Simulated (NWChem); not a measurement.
System: C$_{3}$H$_{9}$Al; SMILES [CH3][Al]([CH3])[CH3]

The following NWChem deck was run.

```
start job
memory heap 200 mb stack 900 mb global 1100 mb
geometry units angstroms
  Al     0.000255    -0.000556    -0.000825
  C     -0.089055     1.970353    -0.002026
  H     -0.615354     2.341938     0.905155
  H     -0.682963     2.342759    -0.865652
  H      0.902797     2.465745    -0.037689
  C     -1.662335    -1.062722    -0.000755
  H     -1.713703    -1.718222     0.896732
  H     -1.695807    -1.749785    -0.875010
  H     -2.587041    -0.450353    -0.020212
  C      1.751660    -0.908784     0.002049
  H      1.684490    -2.015448     0.036798
  H      2.369638    -0.581610     0.867130
  H      2.338200    -0.637998    -0.903829
end
basis spherical
  * library sto-3g
end
dft
  xc b3lyp
  iterations 150
end
driver
  maxiter 120
end
task dft optimize
task dft freq
```

The level has its own optimisation; frequencies are unscaled.

**Question.** Predict the main results of this run. (B3LYP/STO-3G.) Quantities: basis functions; r Al–C (Å); r C–H (Å); highest harmonic frequency (cm⁻¹); lowest (cm⁻¹); zero-point energy (kcal/mol).

**Answer.** 
```yaml
number_of_basis_functions: 33
r Al–C (Å): 1.916
r C–H (Å): 1.098
highest harmonic frequency (cm⁻¹): 3457
lowest (cm⁻¹): 22
zero-point energy (kcal/mol): 76.3
```
